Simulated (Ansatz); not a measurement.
Ansatz (a program for electronic structure) input:

Ansatz 0.2 input:
```yaml
crystal:
  periodic: [false, false, false]
  atoms:
    - {symbol: Se, position_ang: [-0.00124381, 0.05708994, 0.00093953]}
    - {symbol: H, position_ang: [-1.02995211, -0.99348070, -0.01282780]}
    - {symbol: H, position_ang: [1.07224155, -0.94757714, -0.01911605]}
basis:
  gaussian:
    orbitals: aug-cc-pVDZ
magnetization: {spin_polarized: false}
correlation: {method: ccsd_t, electrons: outside_noble_gas}
output: {forces: true}
```

Which total energy does the run end on?

-2401.13748 Eh (CCSD(T)/aug-cc-pVDZ). The basis has 54 functions.
